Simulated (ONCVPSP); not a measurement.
# Before and after: ONCV potential for Fe (Z = 26)

```json
{"Element": "iron (Fe)", "Generator": "ONCVPSP 4.0.1", "Type": "optimised norm-conserving Vanderbilt (ONCV)", "Functional": "LDA (Perdew-Wang 92)", "Relativity": "scalar-relativistic", "Frozen core": "[Ar]", "Valence charge": "8", "Reference configuration": "3d6 4s2", "Partial waves": "4s: rc 2.25 bohr, ncon 4, nbas 7, qcut 2.9 1/bohr, 3 projectors, debl 3.2 Ha; p scattering state at 0.17 Ha: rc 2.40 bohr, ncon 3, nbas 7, qcut 3 1/bohr, 1 projector; 3d: rc 1.40 bohr, ncon 3, nbas 8, qcut 10.3 1/bohr, local; f scattering state at 0.3 Ha: rc 1.85 bohr, ncon 3, nbas 6, qcut 6.4 1/bohr, 1 projector", "Local potential": "the d channel", "Core correction": "Teter function, fcfact 4.5, rcfact 1.15"}
```

In the p channel the program set the typed energies aside and used 0.050 Ha.

All-electron outer shells of the reference configuration (LDA (PZ), scalar-relativistic, ld1.x):

| shell | level (eV) | outermost node (bohr) | outermost maximum (bohr) |
| --- | --- | --- | --- |
| 3p | -59.93 | 0.30 | 0.72 |
| 3d | -7.75 | – | 0.71 |
| 4s | -5.49 | 1.01 | 2.38 |

Change: d: nproj 1; local potential polynomial inside 0.90 bohr (lpopt 2, dvloc0 0 Ha).

Cutoffs: the cutoffs (Ha) at which the residual kinetic energy of the hardest occupied pseudo-wave falls to 1 and 0.1 mHa per electron; they do not see the model core or the augmentation charge, which bear on the density cutoff. Errors are all-electron minus pseudo energies relative to the spin-unpolarised reference configuration.

**Question.** How do hardness, ghosts and transferability respond?

**Answer.** The potential gets neither clearly harder nor softer (43 Ha and 48 Ha → 43 Ha and 48 Ha); the bound ghost in p disappears; the lowest positive-energy flag moves from s at 24.2 eV to p at 11.5 eV; of the 4 tests that both files solve, the error grows in 1 and shrinks in 1 by more than 15 % and 0.3 meV (median size 6.2 → 7.7 meV); the range in which the p phases agree narrows (upper end 2.0 → 0.3). In the separable form a ghost depends on how the local part lies against the semilocal potential of the channel, so the choice of the local part can create or remove one.

```csv
quantity,base,changed
"cutoff, loose",43 Ha,43 Ha
"cutoff, tight",48 Ha,48 Ha
bound ghosts,p,none
GHOST(+) flags under 300 eV,s at 24.2 eV,"p at 11.5 eV, s at 138.2 eV"
"error for 3d6 4s1, meV [ΔE 8.97 eV]",-0.5,-0.5
"error for 3d6 4s0, meV [ΔE 25.46 eV]",+11,+11
"error for 3d5 4s0, meV [ΔE 59.99 eV]",-32,+25
"error for 3d6 4s1 4p1, meV [ΔE 4.18 eV]",+1.0,+4.0
s: phases at 2.28 bohr within 0.05 rad from the reference energy up to (Ha; the scan ends near 5),n/a,to the end of the scan
p: phases at 2.43 bohr within 0.05 rad from the reference energy up to (Ha; the scan ends near 5),2.0,0.3
d: phases at 1.42 bohr within 0.05 rad from the reference energy up to (Ha; the scan ends near 5),0.9,1.6
f: phases at 1.88 bohr within 0.05 rad from the reference energy up to (Ha; the scan ends near 5),4.7,to the end of the scan
"rms error of d²Exc/dni dnj with the model core, mHa",7.72,7.72
```

 A true bound ghost makes a file unfit for plane-wave use even where its test errors are small: the radial tests pick states by their node count and pass the ghost by.
